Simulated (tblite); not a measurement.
A geometry optimisation, step by step.

C6H8NO (doublet state).
Bonds: N1–C2 (triple), C2–C3, C3–C4, C4–C5, C5–C6, C6–O7, O7–C8, C5–C8. Hydrogens: H9, H10 on C3; H11, H12 on C4; H13, H14 on C6; H15, H16 on C8.
Bond orders are those of one Lewis drawing.

Computed with GFN2-xTB (tblite), gas phase: L-BFGS steps from a force-field or distance-geometry start until the largest atomic force falls under 0.01 eV/Å. 5 of its 82 geometries are shown.

Step 0: E = -645.7478 eV, largest atomic force 4.684 eV/Å
```
atom  x, y, z in Å  |  force x, y, z in eV/Å
N1      2.606   -1.804    0.534   -1.441   4.261  -1.307
C2      2.255   -0.717    0.225    1.339  -3.775   1.421
C3      1.846    0.631   -0.114    0.801  -0.346  -0.600
C4      0.384    0.710   -0.513    0.023   1.527   0.488
C5     -0.586    0.267    0.549   -0.322  -0.277  -3.093
C6     -1.994    0.402   -0.020    0.181   2.518   0.845
O7     -2.373   -0.808    0.502   -0.647  -1.225   0.043
C8     -1.008   -1.154    0.577    0.291  -2.025   2.218
H9      2.098    1.340    0.692   -0.198  -0.438  -0.107
H10     2.421    0.931   -1.007    0.157  -0.060   0.259
H11     0.157    0.234   -1.495    0.448  -0.027   0.608
H12     0.176    1.800   -0.653    0.085  -0.502  -0.138
H13    -1.940    0.325   -1.112   -0.371   0.555  -0.079
H14    -2.502    1.296    0.365   -0.626  -0.285  -0.442
H15    -0.853   -1.667    1.563    0.242  -0.182  -0.885
H16    -0.695   -1.777   -0.303    0.039   0.281   0.769
```

Step 20: E = -646.7778 eV, largest atomic force 0.296 eV/Å
```
atom  x, y, z in Å  |  force x, y, z in eV/Å
N1      2.515   -1.815    0.508    0.010  -0.112   0.047
C2      2.237   -0.736    0.256   -0.123   0.083  -0.088
C3      1.899    0.621   -0.088   -0.070  -0.015   0.012
C4      0.463    0.771   -0.646    0.078   0.000  -0.026
C5     -0.647    0.219    0.177    0.100  -0.111  -0.255
C6     -2.117    0.415   -0.017    0.064   0.182   0.001
O7     -2.376   -0.913    0.438    0.113   0.105  -0.066
C8     -0.979   -1.181    0.578    0.110   0.003   0.110
H9      2.052    1.243    0.799   -0.102  -0.021  -0.032
H10     2.602    0.946   -0.868   -0.065   0.014   0.154
H11     0.469    0.294   -1.641   -0.090  -0.009   0.020
H12     0.286    1.841   -0.800   -0.070  -0.052  -0.024
H13    -2.449    0.573   -1.056    0.005   0.020   0.081
H14    -2.592    1.166    0.625   -0.076   0.011  -0.027
H15    -0.732   -1.445    1.611    0.067  -0.141   0.060
H16    -0.639   -1.988   -0.087    0.048   0.043   0.034
```

Step 40: E = -646.8315 eV, largest atomic force 0.068 eV/Å
```
atom  x, y, z in Å  |  force x, y, z in eV/Å
N1      2.379   -1.851    0.467    0.007   0.010  -0.030
C2      2.145   -0.757    0.233    0.051  -0.037  -0.003
C3      1.845    0.621   -0.055   -0.015   0.007   0.031
C4      0.478    0.762   -0.748   -0.050  -0.032   0.008
C5     -0.618    0.226    0.086   -0.045  -0.019  -0.009
C6     -2.091    0.430    0.011   -0.002   0.012  -0.017
O7     -2.307   -0.898    0.493   -0.027   0.041   0.012
C8     -0.901   -1.156    0.569   -0.021  -0.010   0.011
H9      1.836    1.166    0.891    0.021   0.052   0.039
H10     2.633    1.032   -0.693    0.018  -0.024   0.011
H11     0.524    0.230   -1.711    0.022   0.028  -0.023
H12     0.293    1.820   -0.957   -0.020  -0.036  -0.019
H13    -2.508    0.588   -0.995   -0.015  -0.010   0.015
H14    -2.530    1.177    0.687    0.024   0.007  -0.021
H15    -0.593   -1.395    1.593    0.031  -0.010   0.025
H16    -0.591   -1.986   -0.079    0.023   0.023  -0.031
```

Step 61: E = -646.8393 eV, largest atomic force 0.032 eV/Å
```
atom  x, y, z in Å  |  force x, y, z in eV/Å
N1      2.443   -1.849    0.394   -0.006  -0.005   0.016
C2      2.170   -0.751    0.227    0.017   0.013  -0.024
C3      1.830    0.627   -0.015   -0.004  -0.006  -0.008
C4      0.488    0.741   -0.771    0.003   0.004  -0.001
C5     -0.630    0.198    0.022    0.014  -0.010   0.009
C6     -2.097    0.439    0.014    0.003   0.003  -0.002
O7     -2.317   -0.852    0.586    0.005  -0.004   0.000
C8     -0.917   -1.156    0.567   -0.002  -0.012   0.007
H9      1.765    1.148    0.944    0.000  -0.018  -0.014
H10     2.634    1.077   -0.606   -0.018   0.006   0.011
H11     0.590    0.209   -1.731    0.022  -0.017   0.012
H12     0.298    1.792   -1.000   -0.026   0.007   0.011
H13    -2.568    0.541   -0.975   -0.014   0.009  -0.018
H14    -2.479    1.241    0.659    0.007   0.016   0.006
H15    -0.533   -1.390    1.567   -0.006   0.009   0.011
H16    -0.684   -2.007   -0.089    0.005   0.005  -0.014
```

Step 81: E = -646.8403 eV, largest atomic force 0.009 eV/Å
```
atom  x, y, z in Å  |  force x, y, z in eV/Å
N1      2.468   -1.840    0.376    0.006   0.002   0.001
C2      2.190   -0.743    0.214   -0.002   0.000   0.002
C3      1.829    0.632   -0.011   -0.001  -0.001  -0.001
C4      0.491    0.729   -0.776    0.000  -0.003   0.002
C5     -0.629    0.184    0.013   -0.004   0.002   0.003
C6     -2.092    0.445    0.013   -0.001   0.005   0.002
O7     -2.325   -0.842    0.591   -0.003   0.002  -0.006
C8     -0.929   -1.162    0.568   -0.003   0.001  -0.001
H9      1.747    1.135    0.956    0.000  -0.004  -0.008
H10     2.626    1.108   -0.590   -0.002  -0.001   0.005
H11     0.607    0.190   -1.729    0.001  -0.002   0.001
H12     0.286    1.777   -1.011    0.002  -0.004  -0.002
H13    -2.571    0.553   -0.972    0.000  -0.001   0.005
H14    -2.455    1.255    0.661   -0.004   0.000   0.001
H15    -0.545   -1.391    1.571    0.005   0.000  -0.004
H16    -0.706   -2.020   -0.083    0.005   0.001   0.000
```

Question: Summarise the path.

Answer: The energy falls by 25.19 kcal/mol from step 0 to step 81; nine tenths of that is first reached at step 15. It rises by more than 0.2 meV at step 1. The largest force goes from 4.684 to 0.009 eV/Å. Among the bonds C6–O7 changes most, from 1.371 to 1.430 Å; the atoms move by 0.370 Å rms after alignment.

Question: Follow the three bonds and two angles with the largest change from start to end.

Answer: 
| step | E above end (kcal/mol) | largest force (eV/Å) | C6–O7 (Å) | N1≡C2 (Å) | C5–C6 (Å) | C4–C5–C6 (°) | C4–C5–C8 (°) |
| --- | --- | --- | --- | --- | --- | --- | --- |
| 0 | 25.19 | 4.684 | 1.371 | 1.184 | 1.524 | 107.8 | 118.6 |
| 4 | 10.85 | 0.757 | 1.415 | 1.142 | 1.484 | 113.3 | 126.3 |
| 7 | 7.01 | 0.409 | 1.428 | 1.142 | 1.498 | 116.6 | 130.2 |
| 11 | 4.61 | 0.707 | 1.424 | 1.143 | 1.498 | 119.0 | 127.8 |
| 14 | 2.82 | 0.327 | 1.426 | 1.142 | 1.503 | 124.8 | 130.9 |
| 18 | 1.84 | 0.216 | 1.427 | 1.144 | 1.496 | 126.7 | 132.0 |
| 21 | 1.23 | 0.228 | 1.428 | 1.142 | 1.495 | 128.7 | 131.5 |
| 25 | 0.78 | 0.154 | 1.430 | 1.143 | 1.488 | 129.8 | 132.9 |
| 28 | 0.60 | 0.106 | 1.430 | 1.143 | 1.488 | 129.0 | 132.5 |
| 32 | 0.44 | 0.094 | 1.431 | 1.143 | 1.489 | 129.8 | 132.3 |
| 35 | 0.35 | 0.086 | 1.429 | 1.143 | 1.487 | 129.8 | 132.2 |
| 39 | 0.22 | 0.099 | 1.429 | 1.143 | 1.490 | 130.6 | 131.5 |
| 42 | 0.17 | 0.052 | 1.429 | 1.143 | 1.487 | 131.2 | 131.1 |
| 46 | 0.13 | 0.037 | 1.430 | 1.143 | 1.489 | 131.4 | 131.1 |
| 49 | 0.11 | 0.047 | 1.430 | 1.143 | 1.489 | 131.8 | 131.3 |
| 53 | 0.09 | 0.054 | 1.429 | 1.143 | 1.487 | 131.9 | 131.4 |
| 56 | 0.06 | 0.047 | 1.430 | 1.143 | 1.488 | 132.2 | 132.1 |
| 60 | 0.03 | 0.037 | 1.430 | 1.143 | 1.487 | 133.2 | 132.7 |
| 63 | 0.02 | 0.030 | 1.430 | 1.143 | 1.486 | 133.3 | 132.9 |
| 67 | 0.01 | 0.014 | 1.430 | 1.143 | 1.486 | 133.5 | 133.1 |
| 70 | 0.01 | 0.011 | 1.430 | 1.143 | 1.486 | 133.4 | 133.2 |
| 74 | 0.01 | 0.015 | 1.430 | 1.143 | 1.486 | 133.4 | 133.3 |
| 77 | 0.00 | 0.015 | 1.430 | 1.143 | 1.485 | 133.4 | 133.4 |
| 81 | 0.00 | 0.009 | 1.430 | 1.143 | 1.486 | 133.1 | 133.4 |

What follows is the cost of the whole relaxation. On one thread of an Arm Neoverse V1, no GPU, shared host with 32 logical CPUs at a one-minute load of 11, this took 0.46 s.
